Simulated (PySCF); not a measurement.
A run for PySCF: R-B3LYP/LANL2DZ on YCl, 2S+1 = 1, a spin state set in the input, which need not be the lowest, a point of a bond scan (R = 2.603 Å).

```python
from pyscf import gto, scf, dft, mp
from pyscf.data.elements import chemcore

mol = gto.M(
    atom='''
    Y     0.00000000    0.00000000    0.00000000
    Cl    0.00000000    0.00000000    2.60279500
    ''',
    basis='lanl2dz',
    ecp={'Cl': 'lanl2dz', 'Y': 'lanl2dz'},
    charge=0, spin=0, verbose=3, max_memory=1800)
mf = dft.RKS(mol, xc='b3lyp')
mf.conv_tol = 1e-8
mf.max_cycle = 100
mf.kernel()
if not mf.converged:
    mf = mf.newton().run(mf.mo_coeff, mf.mo_occ)
```

The log:

```
converged SCF energy = -52.9084716676564
```

The calculation finished and met its thresholds.

Cost: roughly 2.0 core-seconds.
